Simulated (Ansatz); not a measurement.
CH3BFNO can be A, `FC1NBO1`, or B, `NC1(F)BO1`.

Computed with Ansatz on PBE0-D4/def2-TZVP structures; ΔE is electronic, products minus reactants. CBS: MP2 limit from def2 TZ/QZ plus the TZ coupled-cluster correction, frozen cores. DFT in def2-TZVPP. B3LYP here is the variant with VWN-RPA as its local correlation; programs differ in this. Each species was taken in one conformer, which may not be the lowest.

Task: Which is lower in electronic energy at CCSD(T)/CBS, and by how much? (An estimate is asked.)

Result: Ansatz gave: A, by 152.8 kJ/mol.

Task: Give E(B) − E(A) in kJ/mol with B3LYP-D4, LDA (SPW92), CCSD(T)/def2-SVP, MP2/def2-TZVPP, PBE0-D4, ωB97M-V, CCSD(T)/def2-TZVPP. (An estimate is asked.)

Result: Ansatz gave: B3LYP-D4 145.1, LDA (SPW92) 148.9, CCSD(T)/def2-SVP 157.6, MP2/def2-TZVPP 154.6, PBE0-D4 150.3, ωB97M-V 148.5, CCSD(T)/def2-TZVPP 154.2. None reverses the order clearly.

Task: Does the order hold for the free energy at 298.15 K (harmonic terms from PBE0-D4)? (Best estimate.)

Result: Ansatz gave: Yes: G(B) − G(A) = +146.6 kJ/mol, for one conformer each.

Largest T1 diagnostic: 0.015.

Leaving LDA and LC-ωPBE aside and taking each functional with its dispersion term where it has one, the values, not all of them listed here, spread over 24.0 kJ/mol, from BLYP-D4 to BHLYP-D4. LDA lies +10.5 kJ/mol from PBE without D4. From PBE to PBE0 (25 % exact exchange), in def2-TZVPP and without D4, E(B) − E(A) moves by +11.8 kJ/mol.
